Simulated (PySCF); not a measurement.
Simulation results for ClGe2H4N, ClGe2H3O, ClGeH

Computed with PySCF 2.14.0. Calculation on a computer-drawn molecule: the log of a Hartree-Fock and frozen-core CCSD(T) single point meant for a local Hartree-Fock minimum, with one planted fault or none, to be diagnosed. Offsets are logged minus clean, where the clean run is the same molecule without the fault. The reference is restricted for singlets and unrestricted otherwise, and also for a bond in bohr or an excited solution. Adding or removing an electron swaps singlet and doublet. The excited solution moves the top pair (singlet) or top alpha electron (doublet) to the lowest empty orbital. Highest occupied and lowest empty are orbital energies over both spins, largest force is the largest gradient component, triples share is (T) over the correlation energy, the T1 limit is 0.02 restricted and 0.045 unrestricted, electrons count all cores, a negative frequency is imaginary (commonest isotopes), and the dipole is about the centre of nuclear charge; on germanium a core potential holds 10 electrons, which the energies leave out, and 3d is frozen in MP2 and coupled-cluster steps.

Common to all runs: meant charge 0; meant multiplicity 1; meant basis cc-pV(D+d)Z; meant basis and core potential on germanium cc-pVDZ-PP ECP10MDF; logged SCF converged yes; possible faults no fault, one electron removed, one electron added, multiplicity raised by two, geometry at a saddle point, SCF held on an excited solution, minimal basis STO-3G, one bond length entered in bohr, all coordinates scaled.

(1) ClGe2H4N

Logged structure:
```xyz
8
ClGe2H4N
Cl     0.0446     0.8625    -1.2210
Ge     0.5322     2.7548    -0.2422
N      1.9806     2.5304     0.8473
Ge     2.1212     2.1312     2.6394
H     -0.6810     3.1348     0.5841
H      0.8548     3.7161    -1.3786
H      2.8590     2.5309     0.3547
H      0.5569     2.1972     2.9100
```

| Quantity | Value |
| --- | --- |
| logged electrons | 91 |
| logged basis functions | 103 |
| logged spin squared | 0.7773 |
| logged highest occupied | -15.493 eV |
| logged lowest empty | -7.3147 eV |
| logged largest force | 0.058576 hartree/bohr |
| logged T1 diagnostic | 0.02334 |
| logged D1 diagnostic | 0.08615 |
| logged triples share | 0.03175 |
| logged CC converged | yes |
| logged dipole magnitude | 9.153 debye |
| logged SCF stable within its kind | yes |
| logged energy HF | -1102.78566 hartree |
| logged energy CCSD(T) | -1103.31331 hartree |
| planted fault | one electron removed |
| HF energy offset from clean run | 190.4 kcal/mol |
| CCSD(T) energy offset from clean run | 202.6 kcal/mol |

Drawn bonds:
```csv
atom,other atom,order
1,2,1
2,3,1
3,4,1
2,5,1
2,6,1
3,7,1
4,8,1
```

(2) ClGe2H3O

Logged structure:
```xyz
7
ClGe2H3O
Cl    -1.3917    -1.9082     0.3359
Ge     0.3203    -0.6089     0.0135
O     -0.1507     0.6124    -1.1551
Ge    -1.3178     1.9675    -1.2731
H      1.4233    -1.4595    -0.5877
H      0.6430     0.0240     1.3581
H     -1.7679     1.9609     0.2657
```

| Item | Value |
| --- | --- |
| logged electrons | 92 |
| logged basis functions | 98 |
| logged spin squared | 0 |
| logged highest occupied | -5.8235 eV |
| logged lowest empty | -3.4282 eV |
| logged largest force | 0.056194 hartree/bohr |
| logged CC converged | no |
| logged dipole magnitude | 2.2426 debye |
| logged SCF stable within its kind | no |
| logged energy HF | -1122.64657 hartree |
| planted fault | SCF held on an excited solution |
| HF energy offset from clean run | 180.6 kcal/mol |

Drawn bonds:
```csv
atom,other atom,order
1,2,1
2,3,1
3,4,1
2,5,1
2,6,1
4,7,1
```

Notes: CCSD not converged.

(3) ClGeH

Logged structure:
```xyz
3
ClGeH
Cl    -2.3243    -1.5506    -4.2375
Ge    -0.1426    -1.9029    -4.3118
H      0.2356    -0.3722    -4.1673
```

| Item | Value |
| --- | --- |
| logged electrons | 51 |
| logged basis functions | 51 |
| logged spin squared | 0.7642 |
| logged highest occupied | -1.1757 eV |
| logged lowest empty | 7.5699 eV |
| logged largest force | 0.040984 hartree/bohr |
| logged T1 diagnostic | 0.011859 |
| logged D1 diagnostic | 0.03296 |
| logged triples share | 0.021196 |
| logged CC converged | yes |
| logged dipole magnitude | 0.38214 debye |
| logged SCF stable within its kind | yes |
| logged energy HF | -753.5051 hartree |
| logged energy CCSD(T) | -753.7562 hartree |
| planted fault | one electron added |
| HF energy offset from clean run | -13.28 kcal/mol |
| CCSD(T) energy offset from clean run | -14.11 kcal/mol |

Drawn bonds:
```csv
atom,other atom,order
1,2,1
2,3,1
```
